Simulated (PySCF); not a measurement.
**Nonlinear optical response: `InChI=1S/C5H4F4/c1-2-3-4(6)5(7,8)9/h2H,1H3`**

Geometry (Å), atoms numbered from 1 in this order:
```xyz
13

C     2.2981   -0.3652    0.4979
C     1.2935   -0.1637   -0.5910
C     0.0929    0.3342   -0.4374
C    -1.1167    0.8014   -0.2718
F    -1.4345    2.0958   -0.3590
C    -2.3210   -0.0459    0.0378
F    -1.9961   -1.3322    0.1016
F    -3.2600    0.1039   -0.8972
F    -2.8642    0.3073    1.2043
H     3.2200    0.1948    0.2736
H     1.9137   -0.0391    1.4729
H     2.5771   -1.4291    0.5639
H     1.5911   -0.4627   -1.6066
```

Level of theory: quadratic response CAM-B3LYP/aug-cc-pVDZ first hyperpolarisability, Taylor convention, gas phase (PySCF 2.14.0). Geometry: PBE0-D3(BJ)/def2-SVP.

Task: Give β for the processes computed.

Result: In au, Taylor convention; the vector part is βᵢ = ⅓ Σⱼ (βᵢⱼⱼ + βⱼᵢⱼ + βⱼⱼᵢ); β∥ is 3/5 of the vector part along the dipole, the dipole points from − to +:
| process | λ (nm) | β vector norm | β∥ | β HRS | depolarisation ratio |
| --- | --- | --- | --- | --- | --- |
| static β(0;0,0) | ∞ | 208.4 | -123.6 | 77.3 | 8.15 |
| second harmonic β(−2ω;ω,ω) | 1907 | 215.1 | -127.6 | 79.9 | 8.01 |
| Pockels β(−ω;ω,0) | 1907 | 210.6 | -124.9 | – | – |
| second harmonic β(−2ω;ω,ω) | 1064 | 231.6 | -137.4 | 86.3 | 7.70 |
| Pockels β(−ω;ω,0) | 1064 | 215.6 | -127.9 | – | – |

Task: Which lowest excitations, dipole and polarisabilities go with it?

Result: S1 5.33 eV (f = 0.001); S2 6.21 eV (f = 0.000); S3 6.91 eV (f = 0.007); dipole 3.75 D; isotropic α 68.8 au static, 69.0 au at 1907 nm, 69.5 au at 1064 nm, 69.7 au at 953.5 nm, 71.7 au at 532 nm.
